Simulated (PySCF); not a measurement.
## Cu²⁺: interval between two levels

Cu²⁺ [Ar] 3d9 [2D5/2, M_J = 5/2] → Cu²⁺ [Ar] 3d8 4s1 [4F9/2, M_J = 9/2], as a difference of total energies. All numbers are calculated (PySCF 2.14, the two-component X2C-1e Hamiltonian, in x2c-SVPall-2c with one added diffuse shell each of s, d type (6s5p4d1f, 48 functions)). Correlated levels: [Ne] frozen; the 6 highest virtual spinors dropped. "Screened" scales the spin-orbit matrix elements by Boettger's factors to mimic the two-electron term; Breit and QED terms are absent.

```
                    method  interval between two levels (cm⁻¹)
           GHF (spin-free)                               59043
          GMP2 (spin-free)                               71034
 GHF (screened spin-orbit)                               58495
GMP2 (screened spin-orbit)                               70483
```

The labels give the starting determinants; with spin-orbit coupling the two ends relaxed to ⟨J²⟩ = 8.75, ⟨L²⟩ = 6.00, ⟨S²⟩ = 0.75 and ⟨J²⟩ = 24.75, ⟨L²⟩ = 12.01, ⟨S²⟩ = 3.75.
